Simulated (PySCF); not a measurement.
InH2Cl, SMILES [Cl][InH2]. Geometry optimised at PBE-D3(BJ)/def2-TZVP. The def2 effective core potentials stand for the cores of In; spin–orbit coupling is left out.

Computed equilibrium geometry at PBE-D3(BJ)/def2-TZVP (PySCF confirms it by a frequency run) as Cartesian coordinates in Å, and its point group:
point group C2v.
```xyz
4

In     0.0000     0.0000    -0.5724
H      0.0000    -1.5925    -1.2120
H      0.0000     1.5925    -1.2120
Cl     0.0000     0.0000     1.7924
```
Charge 0, spin multiplicity 1.
